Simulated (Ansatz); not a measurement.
Saddle point of BH5SO3, closed shell (BH₃SO₂ ([OH][B]([OH])[SH]) + H₂O → BH₃O₃ ([OH][B]([OH])[OH]) + H₂S; bonds formed: B1–O6, S2–H5; bonds broken: B1–S2, H5–O6), PBE0-D4/def2-TZVP structure:

```
10
angstrom
B 0.1111 -0.4537 -0.0601
S 0.7818 1.7039 -0.2087
O 0.4724 -1.0235 1.1364
O 0.4501 -1.0698 -1.2437
H -0.8059 1.1261 -0.3091
O -1.3240 0.0894 -0.1666
H 0.6631 2.0338 1.0877
H 0.1324 -0.5746 1.9110
H 1.2471 -1.5973 -1.1639
H -1.7282 -0.2341 -0.9832
```

Energies are electronic, without zero-point energy. Barriers and step energies count from the start structure reached by relaxing down the imaginary mode; all methods use the PBE0-D4 structures, on which another method's saddle can fall below an end. Program: Ansatz 0.2.0. Basis: def2-TZVPP, with def2-QZVPP for the basis limit. Cores are frozen in the correlated methods. B3LYP uses VWN-RPA correlation. Extrapolation: Hartree–Fock as exp(−7.88 √X), correlation as X^−2.97.

```
      method  barrier (kcal/mol)  step energy (kcal/mol)
       SPW92                7.10                  -19.31
      PBE-D4               16.13                  -16.40
     BLYP-D4               19.99                  -17.81
   r2SCAN-D4               17.23                  -17.87
      B97M-V                   ?                  -18.18
     PBE0-D4               18.69                  -17.22
    B3LYP-D4               21.73                  -18.58
  r2SCAN0-D4               19.10                  -18.38
    BHLYP-D4               24.93                  -19.71
CAM-B3LYP-D4               21.74                  -19.81
     wB97X-V               21.93                  -18.03
     wB97M-V               20.74                  -18.30
      B2PLYP               22.76                  -18.54
    PBE-QIDH               20.63                  -17.73
  RPA on PBE                   ?                  -17.84
          HF               34.88                  -20.94
         MP2                   ?                  -17.24
        CCSD               25.09                  -18.68
     CCSD(T)               22.79                  -18.07
```

Problem. Fill in the withheld barriers. (Judge from chemistry; the value comes from the calculation.)

Solution. The calculation gives: RPA on PBE 22.86; MP2 21.32; B97M-V 22.14 kcal/mol. Each is the energy of the saddle less that of the start structure, by the same method.

For comparison, the barrier by CCSD(T) at an estimated basis limit (MP2 extrapolated from triple and quadruple zeta, plus CCSD(T) − MP2 in triple zeta) is 23.28 kcal/mol.

The T1 diagnostic stays at or below 0.013.

Labels in which every atom is bracketed show which atoms are joined, not bond orders.

For scale, one of the runs: CCSD(T)/def2-TZVPP, 236 basis functions, launched by `ansatz run in.yaml --threads 4 --pin off --events-out ev --progress --plain --max-ram 9574MiB`. Time: 96 s of wall clock on 4 CPU threads of an Arm Neoverse V2; the host was shared. Peak host memory: 4.5 GiB.
